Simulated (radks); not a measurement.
Results of a calculation; reference values are marked as such.
Q: All-electron atom: the molybdenum ion Mo+ in [Kr] 4d5. Code: a radial shooting solver on a logarithmic mesh with Libxc functionals. Model: scalar-relativistic Kohn-Sham, PBEsol, spin-unpolarised, spherical densities, point nucleus. Some entries of the table are withheld. Estimate them.

| orbital | occ. | eigenvalue (eV) | <1/r> (bohr^-1) |
|---|---|---|---|
| 1s | 2 | (1) | 43.53 |
| 2s | 2 | -2804.704 | 9.800 |
| 2p | 6 | -2508.574 | 9.530 |
| 3s | 2 | (2) | 3.363 |
| 3p | 6 | -385.6401 | 3.200 |
| 3d | 10 | -227.6474 | (3) |
| 4s | 2 | -71.0547 | 1.230 |
| 4p | 6 | (4) | 1.086 |
| 4d | 5 | (5) | 0.7160 |

A: 
(1) 1s eigenvalue (eV): -19817.02
(2) 3s eigenvalue (eV): -482.6652
(3) 3d <1/r> (bohr^-1): 2.968
(4) 4p eigenvalue (eV): -45.2468
(5) 4d eigenvalue (eV): -10.4147
